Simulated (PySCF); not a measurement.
**Correlation energy of Pd⁻ (palladium, charge -1)**

[Kr] 4d10 5s1, 2S determinant. All numbers are calculated (PySCF 2.14, scalar relativity through the core potential, in def2-TZVPPD with the def2 core potential (28 electrons)). Frozen: 4s2 4p6; 11 electrons correlated.

```tsv
level	correlation energy (mhartree)
CCSD	-352.10
(T)	-17.12
CCSD(T)	-369.22
```

Diagnostics: T1 = 0.022, D1 = 0.0995, largest double amplitude 0.026.

Cost of the coupled-cluster step: about 9 core-seconds, for 11 correlated electrons.
